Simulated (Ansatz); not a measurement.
Input for Ansatz (a program for electronic structure): U-PBE0/def2-TZVPP on ZrIn, 2S+1 = 2, a spin state set in the input, which need not be the lowest. Elements past Kr take the def2 small-core potentials; no spin–orbit coupling.

Ansatz 0.2 input:
```yaml
crystal:
  periodic: [false, false, false]
  atoms:
    - {symbol: Zr, position_ang: [0.00000000, 0.00000000, 0.00000000]}
    - {symbol: In, position_ang: [0.00000000, 0.00000000, 3.01100000]}
basis:
  gaussian:
    orbitals: def2-TZVPP
hamiltonian:
  xc: {name: PBE0}
magnetization: {spin_polarized: true, initial_magnetization: 1}
relax: {f_tol: 0.002, max_steps: 120}
```

Program output:

```
WARN ansatz: RAYON_NUM_THREADS=2 ignored (pool sized by the plan → 2); use --threads N
Functional definition: PBE0
integrals: 0.03 GiB planned
871 factors; their error is unknown
mean field: 0.43 GiB planned
mean field evaluation 1: about -6448.7596 eV, gradient 1.3e1 eV
mean field evaluation 2: about -6446.7634 eV, gradient 2.1e1 eV
mean field evaluation 4: about -6449.7063 eV, gradient 1.4e0 eV
mean field evaluation 8: about -6449.7534 eV, gradient 2.3e-1 eV
mean field evaluation 16: about -6449.8411 eV, gradient 2.4e-3 eV
mean field evaluation 32: about -6450.2267 eV, gradient 1.7e-4 eV
mean field evaluation 64: about -6385.0887 eV, gradient 7.5e1 eV
mean field evaluation 96: about -6450.2223 eV, gradient 1.3e-1 eV
mean field evaluation 128: about -6440.2389 eV, gradient 8.1e1 eV
mean field evaluation 160: about -6450.2236 eV, gradient 1.4e-2 eV
mean field evaluation 192: about -6450.1450 eV, gradient 2.6e-1 eV
mean field evaluation 224: about -6447.4032 eV, gradient 1.9e1 eV
mean field evaluation 256: about -6449.9129 eV, gradient 1.6e-4 eV
mean field evaluation 288: about -6450.2267 eV, gradient 1.2e-2 eV
mean field evaluation 320: about -6450.2232 eV, gradient 1.3e-1 eV
mean field evaluation 352: about -6449.8410 eV, gradient 4.9e-2 eV
mean field evaluation 384: about -6449.6703 eV, gradient 3.3e0 eV
mean field evaluation 416: about -6449.5318 eV, gradient 5.7e0 eV
mean field evaluation 448: about -6450.1537 eV, gradient 3.4e-1 eV
mean field evaluation 480: about -6450.2190 eV, gradient 8.9e-2 eV
mean field evaluation 512: about -6450.2237 eV, gradient 2.2e-2 eV
mean field evaluation 544: about -6450.0098 eV, gradient 1.2e0 eV
mean field evaluation 576: about -6449.3746 eV, gradient 7.0e-1 eV
mean field evaluation 608: about -6450.2248 eV, gradient 7.6e-2 eV
mean field evaluation 640: about -6450.2236 eV, gradient 1.4e-2 eV
mean field -6450.22673042 eV, -237.0414602222 hartree, gradient 4.2e-8 eV, S^2 2.154769; 33 other end points of the search recorded, 0 dependent functions left out
the calculation of the forces begins
reference -6450.22675837 eV, -237.0414612493 hartree; 17, 16 occupied and 89, 90 virtual orbitals, 871 factors
relax step   1: F+E_penalty+E_count = -6450.22673042 eV  Δ(F+E_penalty+E_count) = +0.000e0 eV  max|allowed force component| = 2.429e-1 eV/Å  Δτ_max = 0.0000 Å  (3216 SCF iters, accepted)
these checks for a lower state are left out or cut short: starts, cluster_reference, orbital_swaps, neighbouring_geometries, increment
integrals: 0.03 GiB planned
871 factors; their error is unknown
mean field: 0.43 GiB planned
mean field evaluation 672: about -6450.2335 eV, gradient 4.5e-3 eV
mean field -6450.24187754 eV, -237.0420168686 hartree, gradient 2.5e-6 eV, S^2 2.219036; 1 other end points of the search recorded, 0 dependent functions left out
the calculation of the forces begins
reference -6450.24190457 eV, -237.0420178618 hartree; 17, 16 occupied and 89, 90 virtual orbitals, 871 factors
relax step   2: F+E_penalty+E_count = -6450.24187754 eV  Δ(F+E_penalty+E_count) = -1.515e-2 eV  max|allowed force component| = 4.233e-1 eV/Å  Δτ_max = 0.0178 Å  (270 SCF iters, accepted)
these checks for a lower state are left out or cut short: starts, cluster_reference, orbital_swaps, neighbouring_geometries, increment
integrals: 0.03 GiB planned
871 factors; their error is unknown
mean field: 0.43 GiB planned
mean field evaluation 704: about -6450.2613 eV, gradient 1.4e-1 eV
mean field -6450.26159890 eV, -237.0427416152 hartree, gradient 4.1e-6 eV, S^2 2.234872; 1 other end points of the search recorded, 0 dependent functions left out
the calculation of the forces begins
reference -6450.26162576 eV, -237.0427426024 hartree; 17, 16 occupied and 89, 90 virtual orbitals, 871 factors
relax step   3: F+E_penalty+E_count = -6450.26159890 eV  Δ(F+E_penalty+E_count) = -1.972e-2 eV  max|allowed force component| = 2.045e-1 eV/Å  Δτ_max = 0.0310 Å  (181 SCF iters, accepted)
these checks for a lower state are left out or cut short: starts, cluster_reference, orbital_swaps, neighbouring_geometries, increment
integrals: 0.03 GiB planned
871 factors; their error is unknown
mean field: 0.43 GiB planned
mean field evaluation 736: about -6450.2662 eV, gradient 1.9e-5 eV
mean field -6450.26623665 eV, -237.0429120494 hartree, gradient 2.9e-7 eV, S^2 2.252475; 1 other end points of the search recorded, 0 dependent functions left out
the calculation of the forces begins
reference -6450.26626338 eV, -237.0429130317 hartree; 17, 16 occupied and 89, 90 virtual orbitals, 871 factors
relax step   4: F+E_penalty+E_count = -6450.26623665 eV  Δ(F+E_penalty+E_count) = -4.638e-3 eV  max|allowed force component| = 5.374e-2 eV/Å  Δτ_max = 0.0289 Å  (321 SCF iters, accepted)
these checks for a lower state are left out or cut short: starts, cluster_reference, orbital_swaps, neighbouring_geometries, increment
integrals: 0.03 GiB planned
871 factors; their error is unknown
mean field: 0.43 GiB planned
mean field evaluation 768: about -6450.2665 eV, gradient 4.0e-6 eV
mean field -6450.26652910 eV, -237.0429227967 hartree, gradient 4.1e-7 eV, S^2 2.248599; 1 other end points of the search recorded, 0 dependent functions left out
the calculation of the forces begins
reference -6450.26655585 eV, -237.0429237799 hartree; 17, 16 occupied and 89, 90 virtual orbitals, 871 factors
relax step   5: F+E_penalty+E_count = -6450.26652910 eV  Δ(F+E_penalty+E_count) = -2.924e-4 eV  max|allowed force component| = 4.736e-3 eV/Å  Δτ_max = 0.0060 Å  (244 SCF iters, accepted)
these checks for a lower state are left out or cut short: starts, cluster_reference, orbital_swaps, neighbouring_geometries, increment
integrals: 0.03 GiB planned
871 factors; their error is unknown
mean field: 0.43 GiB planned
mean field evaluation 800: about -6450.2665 eV, gradient 8.0e-6 eV
mean field -6450.26653146 eV, -237.0429228833 hartree, gradient 8.0e-6 eV, S^2 2.248909; 1 other end points of the search recorded, 0 dependent functions left out
the calculation of the forces begins
reference -6450.26655821 eV, -237.0429238665 hartree; 17, 16 occupied and 89, 90 virtual orbitals, 871 factors
relax step   6: F+E_penalty+E_count = -6450.26653146 eV  Δ(F+E_penalty+E_count) = -2.358e-6 eV  max|allowed force component| = 9.675e-5 eV/Å  Δτ_max = 0.0005 Å  (176 SCF iters, accepted)
integrals: 0.03 GiB planned
871 factors; their error is unknown
mean field: 0.43 GiB planned
mean field evaluation 832: about -6449.8277 eV, gradient 9.9e-2 eV
mean field evaluation 864: about -6392.8919 eV, gradient 9.5e1 eV
mean field evaluation 896: about -6449.9506 eV, gradient 1.2e-1 eV
mean field evaluation 928: about -6450.1066 eV, gradient 1.1e-1 eV
mean field evaluation 960: about -6450.2247 eV, gradient 3.2e-5 eV
mean field evaluation 992: about -6450.2665 eV, gradient 6.3e-4 eV
mean field evaluation 1024: about -6449.9525 eV, gradient 2.1e-3 eV
mean field evaluation 1056: about -6450.1922 eV, gradient 4.1e-1 eV
mean field evaluation 1088: about -6450.2262 eV, gradient 3.6e-2 eV
mean field evaluation 1120: about -6450.1750 eV, gradient 7.4e-4 eV
mean field evaluation 1152: about -6450.2665 eV, gradient 1.8e-2 eV
mean field evaluation 1184: about -6447.6768 eV, gradient 1.1e1 eV
mean field evaluation 1216: about -6450.2142 eV, gradient 9.8e-2 eV
mean field -6450.26653146 eV, -237.0429228833 hartree, gradient 9.5e-6 eV, S^2 2.248909; 23 other end points of the search recorded, 0 dependent functions left out
the calculation of the forces begins
reference -6450.26655821 eV, -237.0429238665 hartree; 17, 16 occupied and 89, 90 virtual orbitals, 871 factors
Total energy: -6450.26655821 eV, -237.0429238665 hartree
Atom 0 at    -0.000000    -0.000000     0.072144 Å, force    -0.000000    -0.000000     0.000096 eV/Å
Atom 1 at     0.000000     0.000000     2.938856 Å, force     0.000000     0.000000    -0.000096 eV/Å
Dipole moment:     0.000000    -0.000000    -0.239102 e Å
```

The run converged. Its determinant has ⟨S²⟩ = 2.25, a mixture of spin states.

Cost: about 7 core-minutes (a rough figure).
